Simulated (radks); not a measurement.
Values are calculated unless marked as measured or tabulated.
Task: Ionisation of the bromine ion Br+, [Ar] 3d10 4s2 4p4, to Br2+, [Ar] 3d10 4s2 4p3, under several functionals. Non-relativistic Kohn-Sham, spin-polarised, spherical densities, point nucleus; open shells are filled with parallel spins first; a radial shooting solver on a logarithmic mesh with Libxc functionals. Known Delta-SCF values: AM05 21.247 eV. What does PBE give, and what is its highest occupied eigenvalue?

Result: 21.256 eV by Delta-SCF; the 4p eigenvalue is -16.439 eV. NIST: 21.591 eV (measured).
